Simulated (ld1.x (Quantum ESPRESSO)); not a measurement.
What one change does to a pseudopotential (bismuth, TM)

bismuth, norm-conserving Troullier–Martins (Kleinman–Bylander form), made with ld1.x (Quantum ESPRESSO) 7.5 (PBEsol, scalar-relativistic). Core [Xe] 4f14 5d10, reference 6s2 6p2 (charge +1). Waves: 6s (bound): rc 1.75 bohr; 6p (bound): rc 2.20 bohr. Local part: the p channel. Core correction: none.

All-electron outer shells of the reference configuration (PBEsol, scalar-relativistic, ld1.x):

```json
{"shell": "6s", "level (eV)": "-22.19", "outermost node (bohr)": "0.98", "outermost maximum (bohr)": "1.86"}
{"shell": "6p", "level (eV)": "-11.48", "outermost node (bohr)": "1.14", "outermost maximum (bohr)": "2.35"}
```

Change: all radii scaled by about 1.14 (s 2.00, p 2.52 bohr).

Cutoffs: the cutoffs (Ry, on a coarse ladder) from which the occupation-weighted sum of valence levels, in a spherical-Bessel basis at the reference potential, stays within 10 and 1 mRy of its value at 400 Ry; they do not see the model core or the augmentation charge, which bear on the density cutoff. Errors are all-electron minus pseudo energies relative to the spin-unpolarised reference configuration.

Q: How do hardness, ghosts and transferability respond?

A: The potential gets softer (30 Ry and 50 Ry → 25 Ry and 45 Ry); both files keep a bound ghost (d); of the 7 tests that both files solve, the error grows in 0 and shrinks in 1 by more than 15 % and 0.3 meV (median size 8.3 → 8.2 meV). A larger radius leaves more room for a smooth pseudo-wave, so fewer plane waves are needed.

| quantity | base | changed |
| --- | --- | --- |
| cutoff, loose | 30 Ry | 25 Ry |
| cutoff, tight | 50 Ry | 45 Ry |
| bound ghosts | d | d |
| error for 6s2 6p3, meV [ΔE -7.95 eV] | +2.3 | +2.1 |
| error for 6s2 6p1, meV [ΔE 15.29 eV] | -8.3 | -8.9 |
| error for 6s2 6p0, meV [ΔE 38.65 eV] | +12 | +8.2 |
| error for 6s2 6p3.3, meV [ΔE -9.05 eV] | +2.7 | +2.6 |
| error for 6s2 6p2.5, meV [ΔE -4.84 eV] | +1.7 | +1.7 |
| error for 6s1 6p3, meV [ΔE 10.86 eV] | +13 | +14 |
| error for 6s0 6p5, meV [ΔE 12.63 eV] | +58 | +60 |

 A true bound ghost makes a file unfit for plane-wave use even where its test errors are small: the radial tests pick states by their node count and pass the ghost by.
